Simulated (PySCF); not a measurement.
SMILES O[Si@H]1[SiH2][SiH2][SiH2][C@@H]1F, CH$_{9}$FOSi$_{4}$

Geometry:
```tsv
atom	x (Å)	y (Å)	z (Å)
O1	1.887	0.878	1.305
Si2	1.524	0.557	-0.257
Si3	1.011	-1.699	-0.187
Si4	-1.284	-1.609	0.296
Si5	-1.712	0.681	0.251
C6	-0.171	1.398	-0.673
F7	-0.403	1.175	-2.047
H8	2.019	1.764	1.633
H9	2.517	1.193	-1.132
H10	1.307	-2.362	-1.467
H11	1.816	-2.452	0.786
H12	-1.658	-2.177	1.603
H13	-2.135	-2.358	-0.642
H14	-1.717	1.345	1.565
H15	-2.885	1.188	-0.470
H16	-0.123	2.488	-0.577
```

Level of theory: PySCF 2.14.0, TDDFT CAM-B3LYP/def2-SVPD circular dichroism and optical rotation, one conformer, gas phase. Geometry: GFN2-xTB.

The molecule is flexible and this is one conformer; a measurement averages over conformers.

Question: Draw the ECD and absorption spectra from the lowest 16 states, each a Gaussian of half-width 0.3 eV at 1/e height.

Answer: 
```tsv
E (eV)	λ (nm)	Δε (L mol⁻¹ cm⁻¹)	ε (L mol⁻¹ cm⁻¹)
5.02	247	-0.13	11.1
5.17	240	-0.57	47.2
5.32	233	-1.62	127
5.47	227	-3.14	221
5.62	221	-4.24	261
5.77	215	-3.97	218
5.92	209	-2.13	147
6.07	204	+1.02	192
6.22	199	+5.88	706
6.37	195	+12.15	2540
6.52	190	+18.05	6820
6.67	186	+21.99	12900
6.82	182	+19.15	16800
6.97	178	+2.50	14800
7.12	174	-19.54	10200
7.27	170	-22.65	7910
7.42	167	+2.56	8250
```
Δε uses R in velocity form, ε uses f in length form. Only the states computed contribute, so the short-wavelength end is incomplete.

The sign of the CD band at 166 nm isn't settled: the length form gives the opposite one.
